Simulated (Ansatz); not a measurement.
Mulliken charges of `[OH][Ga-]([OH])([OH])[SH2+]` from ωB97M-V/def2-TZVPP in Ansatz (PBE0-D4/def2-TZVP geometry).

```
atom   x (Å)   y (Å)   z (Å)  charge (e)
  O1  -1.774   0.121   0.059      -0.459
 Ga2  -0.112  -0.574   0.084       0.633
  O3   0.778  -0.555   1.646      -0.457
  O4   0.335  -1.790  -1.154      -0.438
  S5   1.021   1.569  -0.874      -0.124
  H6  -2.122   0.265   0.941       0.175
  H7   1.401  -1.280   1.725       0.173
  H8  -0.397  -2.009  -1.734       0.168
  H9  -0.184   2.137  -1.060       0.166
 H10   1.137   2.064   0.370       0.164
```

Question: By hand: the dipole of these point charges (1 e Å = 4.8032 D).

Answer: Σ q r = (0.075, 0.605, -0.056) e Å, of length 0.612 e Å = 2.94 D.

Question: How does the dipole of the full density compare? (An estimate is asked.)

Answer: The calculation gave: (0.048, 0.461, -0.031) e Å, 2.23 D; the point charges give 1.32 times that, at 2° from its direction.

Point charges leave out the atoms' own dipoles, such as those of lone pairs, and Mulliken's split depends on the basis, so the two needn't agree.
